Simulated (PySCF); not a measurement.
**GaI⁻: script and output**

The script input.py:

```python
from pyscf import gto, dft

mol = gto.M(
    atom='Ga 0 0 0; I 0 0 2.615',
    basis='def2-svp',
    ecp={'I': 'def2-svp'},
    charge=-1,
    spin=1,
    verbose=3,
)
mf = dft.UKS(mol, xc='tpssh')
mf.kernel()
mf.dip_moment()
print('orbital energies (hartree):', [e[max(0, n-3):n+3].round(4) for e, n in zip(mf.mo_energy, mol.nelec)])
```

```bash
$ python input.py
```

Output (some set-up lines and the per-cycle HOMO/LUMO lines with their warnings removed):

```
converged SCF energy = -2222.26472702546  <S^2> = 0.75343279  2S+1 = 2.0034298

WARN: System has nonzero charge -1; the dipole moment is origin-dependent.
Location of origin: [0. 0. 0.]

Dipole moment(X, Y, Z, Debye):  0.00000,  0.00000, -5.13683
orbital energies (hartree): [array([-0.0688, -0.0436,  0.0746,  0.1095,  0.1781,  0.2674]), array([-0.0699, -0.0635, -0.0312,  0.1197,  0.1402,  0.1868])]
```

In short: E(SCF) = -2222.264727 Eh, ⟨S²⟩ = 0.753.

Wall time 8.9 s on one thread of a shared host.

The basis has no diffuse functions, which an anion needs. The bond length is a typed value, not an optimised one. The dipole of an ion depends on the origin. No search for the lowest solution was made.
